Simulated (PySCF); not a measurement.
The vertical singlet excitations below were computed for one of the candidates. Theory: PySCF, TDDFT PBE0/def2-SVPD, vertical, gas phase, core orbitals frozen in the response. Geometries: GFN2-xTB, one conformer each.

```
state  E (eV)       f  main configurations (H = HOMO, L = LUMO)
   S1    5.03  0.0001                               H-1→L (95%)
   S2    5.92   0.277                                 H→L (94%)
   S3    6.60   0.023                               H-2→L (97%)
   S4    6.83   0.016                               H→L+1 (96%)
   S5    7.24   0.016                               H→L+2 (95%)
   S6    7.28  0.0036                             H-1→L+1 (90%)
   S7    7.43   0.022                  H-4→L (61%), H-5→L (29%)
   S8    7.45   0.014                               H-3→L (94%)
```

Orbital energies (eV): HOMO-3 -9.79, HOMO-2 -8.96, HOMO-1 -8.18, HOMO -7.83, LUMO -1.37, LUMO+1 0.13, LUMO+2 0.53.

Question: Which structure fits?
A. `O=S(=O)(O)C([SiH3])=C=S`
B. `O=C1CC([SiH2]F)=CCO1`
C. `O=C1OCC=C1C[SiH2]F`

Answer: C. Its S1 lies at 5.03 eV; the nearest of the others has S1 at 5.34 eV. S1 is HOMO-1→LUMO (95%). Löwdin shares by element: HOMO carbon 59% or more, oxygen 9% or more (atoms not listed hold the other 32%); LUMO carbon 61% or more, oxygen 13% or more (atoms not listed hold the other 26%). At the same level the other candidates give, for their lowest levels:
- `O=S(=O)(O)C([SiH3])=C=S`: 2.69 eV (f 0.000); 4.61 eV (f 0.002); 5.00 eV (f 0.000); 5.42 eV (f 0.009); 5.71 eV (f 0.008); T1 2.35 eV; HOMO -7.62, LUMO -3.25 eV
- `O=C1CC([SiH2]F)=CCO1`: 5.34 eV (f 0.016); 5.77 eV (f 0.003); 6.20 eV (f 0.030); 6.48 eV (f 0.160); 6.79 eV (f 0.016); T1 3.95 eV; HOMO -7.73, LUMO -1.33 eV

Conformer computed: `[O:1]=[C:2]1[O:3][CH2:4][CH:5]=[C:6]1[CH2:7][SiH2:8][F:9]`: C5–C6–C7–Si8 -107°, C6–C7–Si8–F9 61°.
Triplets come from the Tamm–Dancoff approximation.
